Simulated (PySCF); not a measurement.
How methods differ on the ionisation energy of Si²⁺

Si²⁺ [Ne] 3s2 (1S) → Si³⁺ [Ne] 3s1 (2S), as a difference of total energies. Calculation: PySCF 2.14, in def2-SVP; no relativity, point nucleus. Correlated levels: valence: [Ne] frozen. The calculations carry no spin-orbit coupling.

```
           method  ionisation energy (eV)
              UHF                  31.913
              PBE                  33.388
              LDA                  33.515
    MP2 (valence)                  32.711
SCS-MP2 (valence)                  32.871
   CCSD (valence)                  33.100
```

Question: How much does correlation contribute at MP2 (valence)?

Answer: 32.711 − (31.913) = 0.798 eV, measured against UHF.

Errors of the correlated levels include the incompleteness of this basis and the frozen core.

With two correlated electrons CCSD is exact in that space.

For comparison: 33.493 eV (measured; NIST Atomic Spectra Database, ionization energies).
